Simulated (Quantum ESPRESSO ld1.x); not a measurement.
Values are calculated unless marked as measured or tabulated.
C I, 6 electrons, occupied as [He] 2s2 2p2. Level of theory: Dirac Kohn-Sham, BLYP, spin-unpolarised, spherical densities, point nucleus; open shells fill j = l - 1/2 first (ld1.x of Quantum ESPRESSO 7.5).

Radial electron density D(r) = 4 pi r^2 rho(r):

r (bohr)  D(r) (e/bohr)
0.02424          0.7123
0.02711          0.8606
0.03008           1.022
0.03365           1.225
0.03734           1.443
0.04143           1.691
0.04634           1.994
0.05142           2.310
0.05705           2.658
0.06382           3.067
0.07081           3.474
0.07857           3.899
0.08788           4.367
0.09751           4.796
0.1082            5.204
0.121             5.598
0.1343            5.899
0.149             6.114
0.1667            6.228
0.1849            6.207
0.2052            6.052
0.2295            5.734
0.2547            5.310
0.2849            4.741
0.3161            4.144
0.3507            3.524
0.3923            2.887
0.4353            2.371
0.483             1.966
0.5402            1.682
0.5994            1.565
0.6651            1.578
0.744             1.705
0.8255            1.886
0.916             2.080
1.025             2.251
1.137             2.339
1.261             2.335
1.411             2.224
1.566             2.031
1.737             1.774
1.943             1.459
2.156             1.161
2.411            0.8634
2.676            0.6254
2.969            0.4327
3.321            0.2762
3.685            0.1732
4.089            0.1032
4.573           0.05557
5.075           0.02939
5.631           0.01457
6.298          0.006315
6.988          0.002676

D(r) has 2 maxima, at r = 0.172, 1.19 bohr, and minima at 0.624 bohr, inside which lie 2.14 electrons.
